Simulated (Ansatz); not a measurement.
Species: ScF$_{3}$ (charge -1, doublet). The spin state was set by rule; other spins were not relaxed. 
Geometry from a B3LYP-D3(BJ)/def2-TZVP (Ansatz, an electronic-structure program) optimisation:
```xyz
4

Sc     0.0000     0.0000     0.0000
F     -1.6407    -0.9924     0.0545
F      0.0253     1.7717    -0.7348
F      1.6154    -0.7793     0.6802
```
Charge -1, spin multiplicity 2.

Total electronic energies in hartree. Correlated levels leave the core frozen unless marked. Open shells are spin-unrestricted. Spin-orbit coupling is left out. Frozen are the shells of the preceding noble gas and the d and f shells that filled before the atom's block. No relativistic terms. Basis-set limits of correlation are two-point, X^-3; Hartree-Fock from the larger set. [CCSD(T)-MP2]/basis is that difference in the basis named.

| level | program | energy (Eh) |
|---|---|---|
| HF/6-31G | Ansatz | -1058.25777 |
| HF/6-31G* | Ansatz | -1058.28601 |
| HF/def2-SVPD | Ansatz | -1058.05302 |
| HF/def2-TZVPPD | Ansatz | -1058.50322 |
| BLYP-D4/def2-TZVPD | Ansatz + dftd4 | -1060.69111 |
| revPBE-D3(BJ)/def2-TZVPD | Ansatz + dftd3 | -1060.47620 |
| r2SCAN/def2-TZVPD | Ansatz | -1060.52174 |
| B3LYP/def2-TZVPD | Ansatz | -1060.69879 |
| r2SCANh-D4/def2-TZVPD | Ansatz + dftd4 | -1060.49624 |
| r2SCAN0-D4/def2-TZVPD | Ansatz + dftd4 | -1060.45963 |
| HSE06/def2-TZVPD | Ansatz | -1060.17394 |
| B2PLYP/def2-TZVPD | Ansatz | ___ |
| RPA@PBE/def2-TZVPP | Ansatz | ___ |
| RPA@PBE/def2-QZVPP | Ansatz | -1059.86613 |
| MP2/STO-3G | Ansatz | -1046.59010 |
| MP2/6-31G* | Ansatz | -1058.87236 |
| MP2/def2-TZVPP | Ansatz | -1059.35188 |
| RI-MP2/def2-TZVPP | Ansatz | -1059.35171 |
| SCS-MP2/def2-SVP | Ansatz | -1058.60587 |
| CCSD/6-31G* | Ansatz | -1058.87449 |
| CCSD/def2-SVPD | Ansatz | -1058.72797 |
| CCSD(T)/6-31G | Ansatz | -1058.68398 |
| RI-MP2/CBS(def2-TZVPPD,def2-QZVPPD)+[CCSD(T)-MP2]/def2-SVPD | Ansatz | -1059.5318 |

Q: What belongs in the gaps?

A: 
- B2PLYP/def2-TZVPD, energy (Eh): -1060.29363
- RPA@PBE/def2-TZVPP, energy (Eh): -1059.70662
